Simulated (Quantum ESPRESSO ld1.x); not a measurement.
Input file for ld1.x (Quantum ESPRESSO 7.5):

```
 &input
    atom='Au',
    iswitch=1,
    rel=2,
    dft='RPBE',
    config='[Xe] 4f14 5d10',
    rel_dist='energy',
    lsmall=.true.,
    prefix='ld1',
    max_out_wfc=37,
    file_charge='ld1.rho',
 /
```

Command: `OMP_NUM_THREADS=1 ld1.x < ld1.in > ld1.out`

Output (excerpt):

```
     Program LD1 v.7.5 starts

     --------------------------- All-electron run ----------------------------

     dirac relativistic calculation

     atomic number is 79.00
     dft =RPBE   lsd =0 sic =0 latt =0  beta=0.20 tr2=1.0E-14
     Exchange-correlation= RPBE
                           (   1   4  44   4   0   0   0)
     mesh =2123 r(mesh) = 100.13829 a.u. xmin = -8.00 dx = 0.00800
     1 Ry =  13.60569312 eV, c = 137.03599908

     n l j   nl                  e(Ry)          e(Ha)          e(eV)
     Spin orbit split results
     1 0 0.5 1S 1( 2.00)     -5928.9599     -2964.4799    -80667.6088
     2 0 0.5 2S 1( 2.00)     -1045.7382      -522.8691    -14227.9927
     2 1 0.5 2P 1( 2.00)     -1002.5826      -501.2913    -13640.8318
     2 1 1.5 2P 1( 4.00)      -867.6550      -433.8275    -11805.0481
     3 0 0.5 3S 1( 2.00)      -247.2637      -123.6318     -3364.1934
     3 1 0.5 3P 1( 2.00)      -227.9126      -113.9563     -3100.9090
     3 1 1.5 3P 1( 4.00)      -198.1363       -99.0681     -2695.7817
     4 0 0.5 4S 1( 2.00)       -54.1522       -27.0761      -736.7783
     4 1 0.5 4P 1( 2.00)       -45.9057       -22.9529      -624.5789
     4 1 1.5 4P 1( 4.00)       -38.7672       -19.3836      -527.4549
     3 2 1.5 3D 1( 4.00)      -166.1155       -83.0578     -2260.1167
     3 2 2.5 3D 1( 6.00)      -159.7174       -79.8587     -2173.0663
     5 0 0.5 5S 1( 2.00)        -8.5603        -4.2801      -116.4684
     5 1 0.5 5P 1( 2.00)        -5.8957        -2.9478       -80.2144
     5 1 1.5 5P 1( 4.00)        -4.6902        -2.3451       -63.8130
     4 2 1.5 4D 1( 4.00)       -25.3032       -12.6516      -344.2678
     4 2 2.5 4D 1( 6.00)       -23.9739       -11.9870      -326.1821
     4 3 2.5 4F 1( 6.00)        -6.7124        -3.3562       -91.3272
     4 3 3.5 4F 1( 8.00)        -6.4324        -3.2162       -87.5168
     5 2 1.5 5D 1( 4.00)        -1.1915        -0.5957       -16.2105
     5 2 2.5 5D 1( 6.00)        -1.0762        -0.5381       -14.6430
     Averaged results
     1 0     1S 1( 2.00)     -5928.9599     -2964.4799    -80667.6088
     2 0     2S 1( 2.00)     -1045.7382      -522.8691    -14227.9927
     2 1     2P 1( 6.00)      -912.6309      -456.3155    -12416.9760
     3 0     3S 1( 2.00)      -247.2637      -123.6318     -3364.1934
     3 1     3P 1( 6.00)      -208.0617      -104.0309     -2830.8241
     4 0     4S 1( 2.00)       -54.1522       -27.0761      -736.7783
     4 1     4P 1( 6.00)       -41.1467       -20.5734      -559.8296
     3 2     3D 1(10.00)      -162.2767       -81.1383     -2207.8865
     5 0     5S 1( 2.00)        -8.5603        -4.2801      -116.4684
     5 1     5P 1( 6.00)        -5.0920        -2.5460       -69.2802
     4 2     4D 1(10.00)       -24.5056       -12.2528      -333.4163
     4 3     4F 1(14.00)        -6.5524        -3.2762       -89.1498
     5 2     5D 1(10.00)        -1.1223        -0.5612       -15.2700

     final scf error:  7.1E-15 reached in  30 iterations

     Etot =  -38096.599643 Ry,  -19048.299822 Ha, -518330.643776 eV

     Ekin =   43785.992449 Ry,   21892.996225 Ha,  595738.776349 eV
     Encl =  -95930.328741 Ry,  -47965.164371 Ha,-1305198.614044 eV
     Eh   =   14779.456268 Ry,    7389.728134 Ha,  201084.746506 eV
     Exc  =    -731.719619 Ry,    -365.859809 Ha,   -9955.552587 eV

     normalization and overlap integrals

     s(1S/1S) =  1.000000  <r> =   0.0169  <r2> =    0.0004  r(max) =   0.0104
     s(2S/2S) =  1.000000  <r> =   0.0704  <r2> =    0.0059  r(max) =   0.0602
     s(2P/2P) =  1.000000  <r> =   0.0580  <r2> =    0.0042  r(max) =   0.0448
     s(2P/2P) =  1.000000  <r> =   0.0665  <r2> =    0.0054  r(max) =   0.0517
     s(3S/3S) =  1.000000  <r> =   0.1832  <r2> =    0.0385  r(max) =   0.1704
     s(3P/3P) =  1.000000  <r> =   0.1736  <r2> =    0.0352  r(max) =   0.1586
     s(3P/3P) =  1.000000  <r> =   0.1893  <r2> =    0.0416  r(max) =   0.1732
     s(4S/4S) =  1.000000  <r> =   0.4068  <r2> =    0.1870  r(max) =   0.3823
     s(4P/4P) =  1.000000  <r> =   0.4094  <r2> =    0.1909  r(max) =   0.3823
     s(4P/4P) =  1.000000  <r> =   0.4434  <r2> =    0.2235  r(max) =   0.4109
     s(3D/3D) =  1.000000  <r> =   0.1648  <r2> =    0.0319  r(max) =   0.1351
     s(3D/3D) =  1.000000  <r> =   0.1696  <r2> =    0.0336  r(max) =   0.1395
     s(5S/5S) =  1.000000  <r> =   0.9287  <r2> =    0.9684  r(max) =   0.8509
     s(5P/5P) =  1.000000  <r> =   1.0052  <r2> =    1.1429  r(max) =   0.8999
     s(5P/5P) =  1.000000  <r> =   1.1046  <r2> =    1.3820  r(max) =   0.9749
     s(4D/4D) =  1.000000  <r> =   0.4519  <r2> =    0.2362  r(max) =   0.4044
     s(4D/4D) =  1.000000  <r> =   0.4630  <r2> =    0.2478  r(max) =   0.4142
     s(4F/4F) =  1.000000  <r> =   0.4953  <r2> =    0.2975  r(max) =   0.3733
     s(4F/4F) =  1.000000  <r> =   0.5023  <r2> =    0.3061  r(max) =   0.3793
     s(5D/5D) =  1.000000  <r> =   1.5345  <r2> =    2.8027  r(max) =   1.1907
     s(5D/5D) =  1.000000  <r> =   1.6046  <r2> =    3.0775  r(max) =   1.2294

     ------------------------ End of All-electron run ------------------------
```

Run on one thread of a shared host, so times are rough (Intel(R) Xeon(R) Processor @ 2.60GHz): 0.7 s of CPU time, 1.2 s wall, 30 iterations on 2123 mesh points.
